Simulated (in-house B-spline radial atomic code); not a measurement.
## RPA and G0W0 on r2SCAN0: Mo9+

Configuration [Ar] 3d10 4s2 4p3, highest spin, mean-field start r2SCAN0. Computed with an all-electron radial atomic-structure program (B-spline basis): all electrons, non-relativistic, point nucleus, each spin shell either full or empty, empty states to l = 9 with an (l + 1/2)⁻⁴ tail; G0W0 by contour deformation at full frequency.

Without relativity these are model numbers: it shifts the levels of so heavy an element strongly and can reorder them.

Command:
```bash
python run_gw.py task.json out
```
Settings (radii: box in bohr, nucleus in fm):
```
Z                        42
electrons                33
configuration            [Ar] 3d10 4s2 4p3
hamiltonian              nr
method                   r2scan0
lmax                     9
spin_polarised           True
box_radius               7.11
intervals                49
```

Run time, properties included: 4 s on 1 thread of Arm Neoverse N1, with other jobs on the host.

Energies (hartree):

```json
{"term": "mean-field total", "value": "-3953.76416"}
{"term": "Hartree-Fock functional on these orbitals", "value": "-3952.11131"}
{"term": "direct second order", "value": "-2.6967"}
{"term": "second-order exchange", "value": "0.78997"}
{"term": "SOSEX correction", "value": "0.74298"}
```

What is the RPA correlation energy, and what remains with SOSEX?

RPA gives -2.4372 hartree (-2.01 eV per electron); RPA + SOSEX gives -1.6942, and the second-order doubles -1.9068 hartree (no singles). SOSEX takes back 30 % of the RPA value.

Quasi-particle levels (eV):

| level | occupied | mean field | Σx - vxc | Σc | QP weight | G0W0 |
| --- | --- | --- | --- | --- | --- | --- |
| 4p up | yes | -180.63 | -6.38 | ? | ? | ? |
| 4s down | yes | -199.41 | -4.17 | -3.44 | 0.972 | -207.02 |
| 3d down | yes | -391.13 | -19.35 | 4.55 | 0.963 | -405.94 |
| 4p down | no | -168.41 | 8.51 | -3.02 | 0.970 | -162.92 |

G0W0 = mean field + (Σx - vxc) + Σc, with Σc (partial-wave tail included) taken at the quasi-particle energy. Only the outer levels were computed. Levels of low weight are left out.

Where does G0W0 put 4p up?

At -187.72 eV, with Σc = -0.71 eV and a quasi-particle weight of 0.970. The tabulated removal energy is 186.3 ± 1.2 eV (NIST, semi-empirical); the calculation leaves out relativity, Breit and QED terms, and what these don't explain is the method's own error.
